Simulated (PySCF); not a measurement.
## Spinor energies of Se⁴⁺ (selenium, charge +4)

Start: [Ar] 3d10 4s2. Calculated with PySCF 2.14 in x2c-TZVPPall-2c (6s7p4d1f, 54 functions): generalised Hartree-Fock with the X2C-1e Hamiltonian and a Gaussian nucleus; one run each with spin-orbit coupling (SO) switched off, then screened by Boettger's factors.

```csv
spinor shell,electrons,"ε, spin-free (eV)","ε, screened SO (eV)",weight of nominal j (screened SO),"rms radius, screened SO (bohr)"
1s1/2,2,-12790.4,-12790.1,1.000,0.0508
2s1/2,2,-1748.5,-1748.4,1.000,0.212
2p1/2,2,-1539.0,-1567.7,1.000,0.187
3s1/2,2,-302.10,-302.09,1.000,0.611
3p1/2,2,-234.01,-238.27,1.000,0.628
3p3/2,4,-234.01,-231.97,1.000,0.639
3d3/2,4,-121.82,-122.38,1.000,0.685
3d5/2,6,-121.82,-121.44,1.000,0.689
4s1/2,2,-65.785,-65.784,1.000,1.72
```

Where does 2p3/2 lie, and what is the 2p spin-orbit splitting (screened SO)?

At -1525.3 eV, 42.402 eV above 2p1/2.

```
   quantity    spin-free  screened SO
E (hartree)  -2424.24629  -2424.36120
        M_J            0            0
       ⟨J²⟩        0.000        0.000
       ⟨L²⟩        0.000        0.002
       ⟨S²⟩        0.000        0.002
```

Without spin-orbit coupling the j labels of p, d and f shells carry no meaning; the spin-free column gives the mean over the occupied spinors of each nl shell.
